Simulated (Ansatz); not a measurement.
A geometry optimisation of C5H6NOP with PBE-D3(BJ)/def2-SVP

The starting geometry of this gas-phase singlet was optimised with GFN2-xTB; its bonds are those of `NC1=C(O)C=CP=C1`.

```csv
atom,x (Å),y (Å),z (Å)
C,-1.0880,-0.2402,1.0304
C,-1.1174,-0.1780,-0.3499
C,0.6925,1.7453,-0.1382
C,0.6148,1.5092,1.2176
C,-0.2105,0.5543,1.7888
N,-1.8888,-1.1628,1.7225
O,-0.1601,0.4068,3.1480
P,-0.1787,0.8760,-1.3542
H,-2.5230,-1.6644,1.1167
H,-2.3809,-0.7715,2.5159
H,-1.8019,-0.8437,-0.8634
H,1.3701,2.5147,-0.4839
H,1.2298,2.0820,1.8982
H,-0.5352,-0.4519,3.3810
```

Task: Where would you expect an optimisation with PBE-D3(BJ)/def2-SVP to take it?

Result: It keeps its bonds, and is `NC1=C(O)C=CP=C1`.

The energy falls by 0.16 eV over 30 steps:

```
step  E − E(last) (eV)
   1             0.156
   4             0.026
   7             0.011
  11             0.001
  14             0.001
  17             0.000
  20             0.000
  24             0.000
  27             0.000
  30             0.000
```

Final geometry (Å):

```
atom    x (Å)    y (Å)    z (Å)
   C  -1.1042  -0.1845   1.0709
   C  -1.2528  -0.0516  -0.3095
   C   0.7283   1.7414  -0.1498
   C   0.7354   1.4790   1.2197
   C  -0.1418   0.5529   1.8226
   N  -1.8884  -1.0701   1.9062
   O  -0.0960   0.3331   3.1460
   P  -0.3218   1.0102  -1.3578
   H  -1.7967  -2.0479   1.6015
   H  -2.8893  -0.8396   1.8561
   H  -2.0294  -0.6712  -0.7930
   H   1.4536   2.4831  -0.5270
   H   1.4430   1.9988   1.8860
   H  -0.8173  -0.3577   3.2576
```

The end wasn't checked by frequencies. Run with Ansatz 0.2.0, 100 s on 2 threads of Arm Neoverse V2, with other jobs on the host.
